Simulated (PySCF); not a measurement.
C3HF4, SMILES FC(F)(F)/[C]=C/F, multiplicity 2.

Geometry optimised at PBE-D3(BJ)/def2-SVP. The isomer is the one that the SMILES or the coordinates give; other isomers of the formula were not compared.

Method: PySCF with PBE-D3(BJ)/def2-SVP.

Harmonic, unscaled wavenumbers; measured fundamentals usually lie a few per cent lower.

```csv
mode,ν (cm⁻¹),IR (km/mol),moving atoms (share of kinetic energy)
1,80,3.0,"C 45 %, F 38 %, H 17 %"
2,126,1.4,"F 68 %, C 29 %"
3,133,5.0,"F 51 %, C 28 %, H 21 %"
4,362,2.1,"F 73 %, C 26 %"
5,383,1.0,"F 68 %, C 29 %"
6,412,0.0,"F 67 %, C 32 %"
7,543,0.0,"F 82 %, C 17 %"
8,575,3.3,"F 70 %, C 29 %"
9,671,23.4,"F 65 %, C 35 %"
10,803,2.8,"H 57 %, C 40 %"
11,861,12.7,"C 50 %, F 49 %"
12,1103,314.0,"C 68 %, F 32 %"
13,1116,321.5,"C 76 %, F 23 %"
14,1151,295.2,"C 77 %, F 23 %"
15,1219,6.2,"H 70 %, C 18 %, F 12 %"
16,1299,78.6,"C 71 %, H 20 %, F 9 %"
17,1751,190.8,C 97 %
18,3047,3.3,"H 92 %, C 8 %"
```
